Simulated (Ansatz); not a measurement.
Coupled-cluster run, CH7InO2SSi, SMILES `C[O][In]([SH])[O][SiH3]`.

```yaml
crystal:
  periodic: [false, false, false]
  atoms:
    - {symbol: C, position_ang: [-0.266703, -0.860098, 1.977941]}
    - {symbol: O, position_ang: [0.893322, -0.070268, 1.858333]}
    - {symbol: In, position_ang: [1.358435, 0.817495, 0.164558]}
    - {symbol: S, position_ang: [3.242230, 2.168782, -0.200420]}
    - {symbol: O, position_ang: [0.117881, 0.527942, -1.348897]}
    - {symbol: Si, position_ang: [-1.277356, -0.239761, -1.681340]}
    - {symbol: H, position_ang: [-0.293780, -1.265879, 2.994090]}
    - {symbol: H, position_ang: [-0.278423, -1.707688, 1.281020]}
    - {symbol: H, position_ang: [-1.188352, -0.284851, 1.824083]}
    - {symbol: H, position_ang: [2.887499, 2.376359, -1.481240]}
    - {symbol: H, position_ang: [-2.385642, 0.227242, -0.797845]}
    - {symbol: H, position_ang: [-1.658842, 0.025637, -3.094410]}
    - {symbol: H, position_ang: [-1.150279, -1.714902, -1.495861]}
basis:
  gaussian: {orbitals: def2-TZVPP}
correlation: {method: ccsd_t}
output: {orbitals: {seedname: orbitals}}
```

```sh
$ ansatz run in.yaml --threads 2 --pin off --events-out ev --progress --plain --max-ram 32768MiB --backend cuda --devices 0, --max-vram 18GiB
```

Log, shortened:

```
Functional definition: HF
2090 factors; integrals over basis functions are off by at most 1.1e-3 eV
mean field evaluation 1: about -29042.8988 eV, gradient 5.5e1 eV
mean field evaluation 2: about -29043.1464 eV, gradient 5.6e1 eV
mean field evaluation 4: about -29049.3702 eV, gradient 4.6e0 eV
mean field evaluation 8: about -29049.4669 eV, gradient 3.8e-1 eV
mean field evaluation 16: about -29049.4678 eV, gradient 1.9e-6 eV
mean field -29049.46777680 eV, -1067.5482503609 hartree, gradient 1.9e-6 eV, S^2 0.000000; 0 other end points of the search recorded, 0 dependent functions left out
17 core orbitals not correlated: weight in the atoms' cores, before any rotation towards them, 1.000 or more for the frozen orbitals, at most 0.000 for the correlated occupied ones
reference -29049.46777680 eV, -1067.5482503609 hartree; 23, 23 occupied and 285, 285 virtual orbitals, 2090 factors
second order -33.61146918 eV of doubles, -0.00000000 eV of singles
cycle   1  -33.63687329 eV  change   -2.5e-2 eV  update   1.5e-1
cycle   2  -34.51879700 eV  change   -8.8e-1 eV  update   4.8e-2
cycle   3  -34.75816167 eV  change   -2.4e-1 eV  update   2.8e-2
cycle   4  -34.74426941 eV  change    1.4e-2 eV  update   8.2e-3
cycle   5  -34.73624734 eV  change    8.0e-3 eV  update   4.5e-3
cycle   6  -34.73846892 eV  change   -2.2e-3 eV  update   1.7e-3
cycle   7  -34.73826068 eV  change    2.1e-4 eV  update   7.6e-4
cycle   8  -34.73800865 eV  change    2.5e-4 eV  update   2.4e-4
cycle   9  -34.73816615 eV  change   -1.6e-4 eV  update   1.1e-4
cycle  10  -34.73821445 eV  change   -4.8e-5 eV  update   3.4e-5
perturbative correction -1.32334302 eV, -0.0486319588 hartree
Total energy: -29085.52933426 eV, -1068.8734881543 hartree
```

It took 14 s on 2 threads of an AMD EPYC 7R13 on a shared host and a share of an NVIDIA H100 80 GB, with 1.4 GiB of host memory at the peak.

Correlation energy per correlated electron: -0.784 eV. T1 diagnostic: 0.0155.
